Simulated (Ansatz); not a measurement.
`[OH][GeH2][CH2][SiH](O)F` + `O[SiH3]` → `O[SiH2][GeH2][OH]` + `C[SiH](O)F`  (formal exchange of groups at a Ge–C bond)

Computed with Ansatz on PBE0-D4/def2-TZVP structures; ΔE is electronic, products minus reactants. CBS: MP2 limit from def2 TZ/QZ plus the TZ coupled-cluster correction, frozen cores. DFT in def2-TZVPP. B3LYP here is the variant with VWN-RPA as its local correlation; programs differ in this. For Ge outer-core shells are correlated without core-valence functions, which leaves a few kJ/mol of doubt a bond. Scalar relativity is left out up to krypton. One conformer a species, not always the lowest.

```
             level  ΔE (kcal/mol)  difference from CCSD(T)/CBS
            PBE-D4            1.0                         -3.6
         r2SCAN-D4            2.6                         -2.0
           PBE0-D4            2.1                         -2.5
          B3LYP-D4            2.8                         -1.8
           ωB97X-V            3.7                         -0.9
           ωB97M-V            4.3                         -0.3
            B2PLYP            3.1                         -1.5
               PBE           -0.1                         -4.7
            r2SCAN            2.3                         -2.3
              PBE0            1.1                         -3.5
             B3LYP            0.9                         -3.7
     HF/def2-TZVPP            2.9                         -1.7
    MP2/def2-TZVPP            6.6                          2.0
SCS-MP2/def2-TZVPP            5.8                          1.2
   CCSD/def2-TZVPP            4.8                          0.2
CCSD(T)/def2-TZVPP            5.2                          0.6
     HF/def2-QZVPP            2.6                         -2.0
    MP2/def2-QZVPP            6.1                          1.5
SCS-MP2/def2-QZVPP            5.4                          0.8
      HF/CBS(def2)            2.6                         -2.0
     MP2/CBS(def2)            5.9                          1.3
    CCSD/CBS(def2)            4.1                         -0.5
       CCSD(T)/CBS            4.6                            0
```

Largest T1 diagnostic among the species: 0.012.

In def2-TZVPP, CCSD(T) changes the Hartree–Fock value by +2.4 kcal/mol (the triples alone add +0.5 kcal/mol) and MP2 by +3.7 kcal/mol. The D4 term adds +1.8 kcal/mol with B3LYP and +1.0 kcal/mol with PBE0; it sums over pairs of atoms, weighted by their polarisabilities, and B3LYP, whose exchange is more repulsive, gets the larger term. From PBE to PBE0 (25 % exact exchange), in def2-TZVPP and without D4, ΔE moves by +1.2 kcal/mol.
